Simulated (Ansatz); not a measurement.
| atom | x (Å) | y (Å) | z (Å) |
| --- | --- | --- | --- |
| Si | 1.3200 | 0.0000 | 0.0000 |
| Si | -0.6600 | 1.1432 | 0.0000 |
| Si | -0.6600 | -1.1432 | 0.0000 |

Basis set: pcseg-2 (spherical functions). Charge 0, multiplicity 3.

Computed with Ansatz (development build ahead of 0.2.0); each method stands on the lowest determinant of its kind that the runs found.

(1) Give the atomization energy at this shape (free ground-state atoms in the same class of orbitals less the molecule, no zero-point energy) of triplet Si₃ by UHF, ROHF.

Results:

(1)

| method | atomization energy |
| --- | --- |
| UHF | 3.65 eV |
| ROHF | 3.75 eV |

Caution: other spin multiplicities may lie lower.

The shape needn't be a minimum at these levels.
